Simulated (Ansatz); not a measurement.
Molecule: CH3F2Si, net charge 0, doublet state. It need not be the lowest isomer of its formula. SMILES: C[Si](F)F
Geometry: optimised at B3LYP-D3(BJ)/def2-TZVP (Ansatz, a quantum-chemistry and plane-wave program).

Atomisation energy built up term by term with Ansatz (kcal/mol; UHF references for open shells; valence terms freeze the core; atomic spin-orbit terms are left out). CBS marks a two-point X^-3 extrapolation of the correlation energy; Hartree-Fock from the larger set (for Q and 5 zeta extrapolated as (X+1)exp(-9√X)).

| term | basis | kcal/mol |
|---|---|---|
| Hartree-Fock | CBS(cc-pV(Q+d)Z,cc-pV(5+d)Z) | … |
| CCSD correlation | CBS(cc-pV(Q+d)Z,cc-pV(5+d)Z) | 147.03 |
| (T) | CBS(cc-pV(Q+d)Z,cc-pV(5+d)Z) | … |
| core correlation | cc-pwCVTZ | 1.14 |
| scalar relativity (X2C) | cc-pVTZ-DK against cc-pVTZ | -1.25 |
| sum: De |  | … |

### Question
What belongs in the gaps?

### Answer

- Hartree-Fock, kcal/mol: 496.12
- (T), kcal/mol: 9.87
- sum: De, kcal/mol: 652.9
